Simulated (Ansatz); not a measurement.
Ideal-gas functions of CH₅FGa₂, SMILES `[F][GaH][CH2][GaH2]` at 298.15 K and 1 bar, from an Ansatz frequency run at PBE0-D4/def2-TZVP.

Molar mass 175.5 g/mol, point group Cs (symmetry number 1), electronic degeneracy 1, moments of inertia 73.361, 311.7, 374.193 u Å². Harmonic wavenumbers (cm⁻¹, unscaled): 63, 174, 231, 366, 411, 423, 505, 533, 612, 620, 644, 685, 742, 852, 882, 1372, 1963, 1964, 2036, 3084, 3146.

Use S(trans) = R[1.5 ln M + 2.5 ln T − 1.1517]; rotational temperatures θ = 24.2544 K / I; S(rot) = R[ln(√π/σ · √(T³/θAθBθC)) + 1.5]; for each mode x = 1.438777 ν̃/T, S = R[x/(eˣ − 1) − ln(1 − e⁻ˣ)] and H = RT x/(eˣ − 1); 1 cm⁻¹ = 0.0119627 kJ/mol; R = 8.31446 J/(mol·K).

Problem. By hand: the entropy, in J/(mol·K).

Solution. Translation 173.3. Rotation: θ = 0.3306, 0.0778, 0.0648 K, giving 114.9. Vibration, mode by mode: 18.25, 10.01, 7.83, 4.59, 3.86, 3.69, 2.70, 2.43, 1.80, 1.74, 1.59, 1.36, 1.09, 0.71, 0.63, 0.08, 0.01, 0.01, 0.00, 0.00, 0.00, in all 62.4. Electronic 0.0. Sum 350.6 J/(mol·K).

Problem. By hand: H − E and G − E in kJ/mol, counted from the electronic energy.

Solution. Zero-point energy ½ × 21308 × 0.0119627 = 127.5; thermal vibration 10.7; translation, rotation and pV give 4 RT = 9.9. H − E = 148.1 kJ/mol, and G − E = 148.1 − 298.15 × 350.6/1000 = 43.6 kJ/mol.

Vibration gives 18 % of the entropy, 18.2 J/(mol·K) of it from the mode under 150 cm⁻¹: soft modes count most, and the harmonic formula is weakest for them. The sum counts one conformer and one mirror image; others add a mixing term.
